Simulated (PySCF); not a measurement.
State search for SrTl

Unrestricted PBE0; basis Sr def2-SVPD with ECP28, Tl def2-SVPD with ECP60; scalar-relativistic core potentials; PySCF 2.14. Outer shells of the fragments: Sr 5s2; Tl 5d10 6s2 6p1.

Followed along the bond (rough minima from three points):

```csv
2Ms+1,unpaired,⟨S²⟩ at the start,R at minimum (Å),Te (eV)
2,π ↑,0.88,3.47,0.00
2,σ ↑,0.75,3.93,0.23
4,"σ ↑, π ↑↑",3.75,3.05,0.59
4,"σ ↑↑, π ↑",3.75,3.39,0.78
2,"σ ↓, π ↑↑",1.75,3.05,0.88
```

Solutions found at the starting distance of 3.140 Å, counted from the lowest of them; the search is not exhaustive and high or unbound solutions are not listed, so other states can lie among these:

```json
{"2Ms+1": "2", "unpaired": "π ↑", "term": "²Π", "E (eV)": "0.00", "⟨S²⟩": "0.88", "⟨Lz²⟩": "1.01", "μ (D)": "-2.09"}
{"2Ms+1": "4", "unpaired": "σ ↑, π ↑↑", "term": "⁴Σ⁻", "E (eV)": "0.49", "⟨S²⟩": "3.75", "⟨Lz²⟩": "0.00", "μ (D)": "-5.41"}
{"2Ms+1": "2", "unpaired": "σ ↑", "term": "²Σ⁺", "E (eV)": "0.59", "⟨S²⟩": "0.75", "⟨Lz²⟩": "0.00", "μ (D)": "-0.10"}
{"2Ms+1": "4", "unpaired": "σ ↑↑, π ↑", "term": "⁴Π", "E (eV)": "0.74", "⟨S²⟩": "3.75", "⟨Lz²⟩": "1.02", "μ (D)": "-4.29"}
{"2Ms+1": "2", "unpaired": "σ ↓, π ↑↑", "term": "mixed", "E (eV)": "0.78", "⟨S²⟩": "1.75", "⟨Lz²⟩": "0.00", "μ (D)": "-4.15"}
{"2Ms+1": "2", "unpaired": "σ ↑, π ↑↓", "term": "mixed", "E (eV)": "0.82", "⟨S²⟩": "1.75", "⟨Lz²⟩": "2.02", "μ (D)": "-4.79"}
{"2Ms+1": "4", "unpaired": "σ ↑, π ↑↑", "term": "mixed", "E (eV)": "1.75", "⟨S²⟩": "3.75", "⟨Lz²⟩": "2.01", "μ (D)": "1.03"}
```

A term symbol is given only where ⟨S²⟩ and ⟨Lz²⟩ are close to those of a pure state; real π, δ and φ orbitals otherwise mix terms. A positive dipole means Sr(−)Tl(+).

Question: Compare the gap between the two lowest followed solutions at the starting distance with the gap between their minima.

Answer: At PBE0 the second solution (doublet, unpaired electrons σ ↑) lies +0.59 eV from the first (doublet, unpaired electrons π ↑) at 3.140 Å and +0.23 eV at the minima; the two curves relax by different amounts, since their minima lie near 3.93 and 3.47 Å.

Spin–orbit coupling is left out, which matters for elements this heavy, above all for dissociation energies.
